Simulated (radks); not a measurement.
Initial-state core-level shifts of the osmium ion Os+ when its valence configuration changes from [Xe] 4f14 5d6 6s1. Method: scalar-relativistic Kohn-Sham, PBE, spin-polarised, spherical densities, finite nucleus; open shells are filled with parallel spins first (spin-orbit coupling, left out, can overturn this in heavy ions); Fermi nuclear charge, rms radius 5.4126 fm; computed with a radial shooting solver on a logarithmic mesh with Libxc functionals. Shifts are changes of the shell-averaged eigenvalues in eV (positive: less bound); the change of the density at the nucleus, which sets a Mossbauer isomer shift, is in e/bohr^3, on a base of 1.789e+06.

4f13.5 5d6.5 6s1: 2p -5.836; 3d -6.634; 4s -5.953; 5p -1.623; density at nucleus +51.5
4f14 5d5 6s2: 2p -3.127; 3d -3.100; 4s -3.075; 5p -2.727; density at nucleus +133.9
4f13 5d6 6s1 6p1: 2p -16.575; 3d -18.184; 4s -16.713; 5p -7.498; density at nucleus +130.6
4f12 5d8 6s1: 2p -24.091; 3d -27.474; 4s -24.298; 5p -6.304; density at nucleus +214.0
4f14 5d5 6s1 6p1: 2p -4.509; 3d -4.488; 4s -4.467; 5p -4.052; density at nucleus +25.4
4f14 5d6 6s0.5 6p0.5: 2p -0.788; 3d -0.793; 4s -0.797; 5p -0.797; density at nucleus -61.7
4f13 5d6 6s2: 2p -15.171; 3d -16.770; 4s -15.296; 5p -6.129; density at nucleus +248.2
4f13.5 5d6 6s1 6p0.5: 2p -8.140; 3d -8.929; 4s -8.236; 5p -3.710; density at nucleus +64.0
4f13 5d7 6s1: 2p -11.797; 3d -13.426; 4s -11.989; 5p -3.212; density at nucleus +104.3
